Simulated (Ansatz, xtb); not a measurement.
Molecule: SnF$_{3}$, net charge -1, singlet state. It need not be the lowest isomer of its formula. Whether it binds its extra electron was not tested at this geometry. SMILES: [F][Sn-]([F])[F]
Geometry from a B3LYP-D3(BJ)/def2-TZVP (Ansatz, a first-principles code) optimisation:
```xyz
4

Sn    -0.1807    -0.0662     0.3140
F      1.8247     0.1452     0.2807
F     -0.2594    -1.3553    -1.2349
F     -0.5613     1.5778    -0.7903
```
Charge -1, spin multiplicity 1.

Harmonic wavenumbers from GFN2-xTB (xtb, at its own minimum), cm⁻¹: 66, 101, 101, 298, 299, 341.

Question: Give the harmonic wavenumbers at B3LYP-D3(BJ)/def2-TZVP (Ansatz, finite differences of forces, unscaled).

Answer: 160, 161, 200, 475, 475, 507 cm⁻¹. Zero-point energy 2.8 kcal/mol.

Question: From these and the geometry, give the ideal-gas thermochemistry at 298.15 K and 1 atm (rigid rotor, harmonic oscillator).

Answer: Point group C3v, rotational symmetry number 3. Rotational constants 3.981, 3.981, 2.992 GHz. S(trans) 41.40, S(rot) 24.14, S(vib) 9.32, S(elec, spin only) 0.00, S 74.9 cal/(mol K). H(298) - H(0) 3.95 kcal/mol; G - E(el) -15.5 kcal/mol.
